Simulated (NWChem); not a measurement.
# SiHCl, singlet; SMILES Cl[SiH]

```xyz
3

Si    -0.1098    -1.1028     0.0000
H      1.4136    -1.3158     0.0000
Cl    -0.0118     0.9852     0.0000
```
Atoms are numbered in this order, from 1.

Computed with NWChem. Geometry optimised at PBE0/def2-SVP; all other runs use it. Low-valent species are run as closed-shell singlets; no triplet was tried in these runs.

```tsv
quantity	level	value
isotropic polarisability (bohr³), static	PBE/def2-SVPD	47.3
vertical, lowest excitation, singlet (eV)	PBE/def2-SVPD, TDA	2.65
vertical ionisation energy, ΔSCF (eV)	PBE/def2-SVP	9.18
cavity-dispersion-structure term (kcal/mol) in water	PBE0/def2-SVP, SMD	(withheld)
dipole (D)	PBE0/def2-SVP	(withheld)
highest harmonic frequency (cm⁻¹)	PBE0/def2-SVP	(withheld)
```

Problem. Some entries are withheld; supply them.

Solution. 
- cavity-dispersion-structure term (kcal/mol) in water, value: 0.9
- dipole (D), value: 1.00
- highest harmonic frequency (cm⁻¹), value: 2019
